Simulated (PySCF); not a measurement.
Species: C3H7FOSi.
Geometry (GFN2-xTB, Å), atoms numbered from 1 in this order:
```
atom  x, y, z in Å
C1     1.5560   -0.2947   -0.0166
C2     0.1429   -0.1868    0.5338
C3    -0.9193   -0.9520   -0.2715
O4    -1.7357    0.1464   -0.7187
Si5   -0.9174    1.3329    0.0682
F6    -0.2741    2.3954   -0.9538
H7     1.9217   -1.3177    0.0702
H8     2.2277    0.3585    0.5366
H9     1.5860   -0.0052   -1.0649
H10    0.1367   -0.4712    1.5851
H11   -0.5287   -1.4796   -1.1416
H12   -1.5332   -1.6279    0.3238
H13   -1.6671    2.1022    1.0317
```

Method: PySCF 2.14.0, density-fitted response routines, TDDFT wB97X-D/def2-SVPD, vertical, gas phase, core orbitals frozen in the response.

Transition dipole moments from the ground state, in atomic units and in the frame of the coordinates above (overall signs are arbitrary), for the states with f of 0.002 or more among the lowest 7:

```tsv
state	E (eV)	μx	μy	μz
S1	7.252	0.093	-0.392	-0.022
S2	7.727	0.091	0.050	0.103
S3	7.927	0.174	-0.357	-0.113
S4	8.131	-0.246	0.096	-0.212
S5	8.236	-0.171	0.205	0.232
S6	8.510	0.188	0.268	-0.061
S7	8.652	-0.004	-0.175	-0.073
```

Task: Work out the oscillator strengths.

Result: f = (2/3) ΔE |μ|² with ΔE in hartree (27.2114 eV).

```csv
state,|μ|² (au),|μ| (D),f
S1,0.163,1.03,0.029
S2,0.021,0.37,0.004
S3,0.171,1.05,0.033
S4,0.115,0.86,0.023
S5,0.125,0.90,0.025
S6,0.111,0.85,0.023
S7,0.036,0.48,0.008
```

Task: What angle do the transition dipoles of S1 and S3 make?

Result: |cos θ| = |μa·μb| / (|μa| |μb|) = 0.95, so θ ≈ 18° (taken between 0 and 90°, since the signs are arbitrary).

Task: What peak molar absorption coefficient would the strongest computed level give as a lone Gaussian band 0.5 eV wide at half height?

Result: ε(max) = 2.175×10⁸ f / FWHM, with the width in cm⁻¹. S3: 2.175×10⁸ × 0.0331 / 4033 ≈ 1800 L mol⁻¹ cm⁻¹.

Without π bonds the low states may be Rydberg-like; a valence basis with one diffuse set may place them up to an eV too high.
